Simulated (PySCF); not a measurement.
An unknown is described by computed data only.

Formula: C3H8FPSi.

- Polarisability: 91.6 au [PBE0/def2-SVPD]
- UV, strongest line: among the 6 lowest singlet transitions: S2 at 5.79 eV (214 nm, f = 0.056) [TDDFT PBE0/def2-SVPD]
- 13C NMR: chemical shifts (computed TMS as zero) by class: 81.7 (1 C), 15.5 (1 C), -6.6 (1 C) ppm [GIAO PBE0/pcSseg-1]
- Rotational structure: rotational constants A, B, C: 3.377, 1.376, 1.163 GHz [GFN2-xTB]
- 1H NMR: chemical shifts (computed TMS as zero) by class: 5.24 (1 H), 1.08 (1 H), 1.06 (1 H), 0.95 (2 H), 0.49 (3 H) ppm [GIAO PBE0/pcSseg-1]
- Triplet: lowest triplet excitation (Tamm–Dancoff): 4.88 eV [TDA PBE0/def2-SVPD]
- Dipole: 2.03 D [PBE0/def2-SVPD]
- NMR, other nuclei: isotropic shieldings of nuclei other than C and H, by class: 422 (1 F), 437 (1 Si), 618 (1 P) ppm [GIAO PBE0/pcSseg-1]
- UV, first state: lowest singlet excitation: 5.61 eV (221 nm, f = 0.001) [TDDFT PBE0/def2-SVPD]

Electronic properties: PySCF, gas phase, density fitting. Levels stand in brackets. Isolated species at its GFN2-xTB geometry (one conformer only). Each NMR value is the plain mean over a class of atoms that symmetry, rotation or inversion makes alike.

**Question.** Propose a structure and show how it fits.

**Answer.** Numbering: `[CH3:1][Si@@:2]1([PH2:3])[CH2:4][C@H:5]1[F:6]`. 3 carbons fall into 3 classes; from least to most shielded: sp3 C–F carbon [C5] (81.7 ppm), ring sp3 carbon bound to silicon [C4] (15.5 ppm), Si-methyl carbon [C1] (-6.6 ppm). Hydrogen classes from least to most shielded: 1 H on an sp3 C–F carbon, C5 (5.24 ppm), 1 H on an sp3 carbon bound to silicon, C4 (1.08 ppm), 1 H on an sp3 carbon bound to silicon, C4 (1.06 ppm), 2 H on a three-coordinate phosphorus, P3 (0.95 ppm, a mean of values up to 0.6 ppm apart in this geometry), 3 H on an Si-methyl carbon, C1 (0.49 ppm). The other shieldings belong to: 422 ppm, alkyl fluorine [F6]; 437 ppm, four-coordinate silicon [Si2]; 618 ppm, three-coordinate phosphorus [P3]. The optimised geometry has point group C1 and is an asymmetric top. Structure: `C[Si@@]1(P)C[C@H]1F`. The assignments are read from this structure; whether some other isomer fits the data as well wasn't checked. The mirror image fits equally.

The values belong to the conformer `[CH3:1][Si@@:2]1([PH2:3])[CH2:4][C@H:5]1[F:6]`: H–P3–Si2–C1 165°, H–P3–Si2–C1 73°.
